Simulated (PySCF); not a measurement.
C2H6N (SMILES C[N-]C), charge -1, singlet, geometry from GFN2-xTB (in this run its highest filled SCF level lies above zero, so its values depend strongly on the basis, on diffuse functions most of all). Base run: BLYP/3-21G (PySCF).

Geometry (Å):
```xyz
9

C     -0.0045    -0.1601     1.1442
N      0.0536     0.6358     0.0000
C     -0.0224    -0.1587    -1.1442
H      0.8298    -0.9437     1.2399
H      0.0553     0.4652     2.0468
H     -0.9566    -0.7931     1.2539
H      0.8103    -0.9421    -1.2539
H      0.0233     0.4677    -2.0468
H     -0.9760    -0.7916    -1.2398
```
Charge -1, spin multiplicity 1.
All else is at PySCF's defaults.
Base energy -133.65852 Eh.

Each row names what was changed in the base input (with any setting that the change needs).

```
change                                                                            ΔE vs base (mEh)  SCF cycles        outcome
--------------------------------------------------------------------------------  ----------------  ----------  -------------
base                                                                                         0.000           9      converged
damp = 0.5; diis_start_cycle = 5                                                             0.000          12      converged
diis_space = 12                                                                              0.000           9      converged
conv_tol_grad = 1e-3                                                                         0.000           9      converged
level_shift = 0.3 (with mf.max_cycle = 100)                                                  0.000          17      converged
conv_tol = 1e-6                                                                              0.000           8      converged
conv_tol = 1e-4                                                                              0.001           7      converged
diis = off (with mf.max_cycle = 100)                                                             -         100  not converged
level_shift = 0.5 (with mf.max_cycle = 100)                                                  0.000          20      converged
conv_tol = 1e-7                                                                              0.000           9      converged
diis = off; damp = 0.3 (with mf.diis_start_cycle = 200; with mf.max_cycle = 150)                 -         150  not converged
level_shift = 0.1 (with mf.max_cycle = 100)                                                  0.000          10      converged
diis_space = 2                                                                               0.000          29      converged
```
